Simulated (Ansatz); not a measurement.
`[CH3][GeH]([NH2])[F]` + `BN` → `B[NH][GeH]([CH3])[F]` + NH₃ at 298.15 K and 1 bar (ligand exchange at a Ge–N bond).

Computed with Ansatz on PBE0-D4/def2-TZVP structures; ΔE is electronic, products minus reactants. CCSD(T)/CBS is the MP2 limit (def2-TZVPP, def2-QZVPP) plus CCSD(T) − MP2 in def2-TZVPP, frozen cores. This one scheme is used for every species. For Ge outer-core shells are correlated without core-valence functions, which leaves a few kJ/mol of doubt a bond. Scalar relativity is left out up to krypton. One conformer a species, not always the lowest.

| species | CCSD(T)/CBS energy (Eh) | H − E (kJ/mol) | S (J/(mol·K)) |
| --- | --- | --- | --- |
| `[CH3][GeH]([NH2])[F]` | -2272.33936 | 211.8 | 336.1 |
| `BN` | -81.93499 | 137.2 | 228.1 |
| `B[NH][GeH]([CH3])[F]` | -2297.76421 | 247.9 | 366.8 |
| NH₃ | -56.50880 | 100.5 | 192.4 |

H − E and S are ideal-gas, rigid-rotor, harmonic terms from PBE0-D4/def2-TZVP, for one conformer and one mirror image of each species. 1 Eh = 2625.50 kJ/mol, R = 8.31446 J/(mol·K).

Task: By hand: ΔE, ΔH, ΔS and ΔG.

Result: ΔE = (-2297.76421) + (-56.50880) − (-2272.33936) − (-81.93499) = 0.00134 Eh = 3.5 kJ/mol. Δ(H − E) = 247.9 + 100.5 − 211.8 − 137.2 = -0.6, so ΔH = 2.9 kJ/mol. ΔS = 366.8 + 192.4 − 336.1 − 228.1 = -5.0 J/(mol·K). ΔG = 2.9 − 298.15 × (-5.0)/1000 = 4.4 kJ/mol.

Task: By hand: the equilibrium constant, and the temperature at which ΔG would vanish if ΔH and ΔS stayed fixed.

Result: log₁₀ K = −ΔG/(RT ln 10) = -0.8. ΔH and −TΔS have one sign here, so there is no such temperature.

TΔS isn't small against ΔH here. The sign of ΔG lies within the doubt. A doubt of 5 kJ/mol in ΔE shifts log₁₀ K by 0.9 here. Other conformers and mirror images would add mixing entropy, several J/(mol·K) or more a flexible species. Modes under 60 cm⁻¹, often nearly free rotors, make the harmonic entropy too high. These are equilibria of isolated gas molecules and say nothing of rates. Largest T1 diagnostic: 0.012 (customary marks: 0.02 for closed shells, 0.045 for open ones).

ΔS is within the doubt of such terms, so its sign, and with it that verdict, could turn.
